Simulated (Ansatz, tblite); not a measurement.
Cost and result up the ladder for (LiOH)2 ring (Li₂O₂H₂) (6 atoms). The state is a singlet with charge 0. Geometry: PBE0-D4/def2-TZVP.

Cartesian coordinates in Å:
```
Li -0.373 -0.472 0.944
O 0.945 0.677 0.712
Li 0.373 0.472 -0.944
O -0.945 -0.677 -0.712
H 1.604 1.149 1.208
H -1.604 -1.149 -1.208
```

Ansatz on 4 threads of Arm Neoverse V2 on a shared host; xTB runs through tblite on one thread. Times are rough, summed over both states, and most runs start from the orbitals of an earlier one. PBE0-D4/def2-TZVP serves as the yardstick here, not as an exact answer. The other state is a doublet.

The xTB rows come from tblite. Correlated methods freeze 2 core orbitals; core or outer-core shells of Li are correlated, in sets that lack core-valence functions.

Raw xTB energies of ions are shifted by several eV.

| level | functions | wall time | vertical IE (eV) | difference from PBE0-D4/def2-TZVP (eV) | remarks |
| --- | --- | --- | --- | --- | --- |
| GFN2-xTB | 18 | 0.003 s | 13.44 | 4.45 | – |
| GFN1-xTB | 20 | 0.004 s | 15.05 | 6.05 | – |
| PBE-D4/def2-TZVP (with forces) | 102 | 1.4 s | 8.67 | -0.33 | – |
| PBE0-D4/def2-TZVP | 102 | 1.8 s | 9.00 | 0.00 | – |
| r2SCAN-D4/def2-TZVP | 102 | 2.5 s | 8.74 | -0.26 | – |
| CCSD(T)/def2-TZVPP | 128 | 29 s | 9.66 | 0.66 | large T1 (+1 doublet) |
